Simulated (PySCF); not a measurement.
ClGe2H5, SMILES [Cl][GeH2][GeH3].

Coordinates come from a PBE0-D3(BJ)/def2-SVP optimisation. The structure was generated by enumeration, and PubChem lists no compound with its InChIKey, so it may never have been made.

All values below come from PBE/def2-TZVPD in PySCF.

Task: Estimate the frontier levels, gap, dipole moment and polarisability. (Estimate from the structure and the level; the computed values follow.)

Result: 
The highest occupied level is -6.94 eV, the lowest empty level comes out as -1.64 eV and the orbital gap is 5.30 eV. The dipole moment comes out as 2.05 D. The quadrupole, principal values (traceless, Buckingham form, about the centre of nuclear charge) is -4.24, 1.47, 2.77 D·Å and the mean static polarisability comes out as 84.8 bohr³ (12.57 Å³). The polarisability, principal values is 71.4, 81.3, 101.8 bohr³.
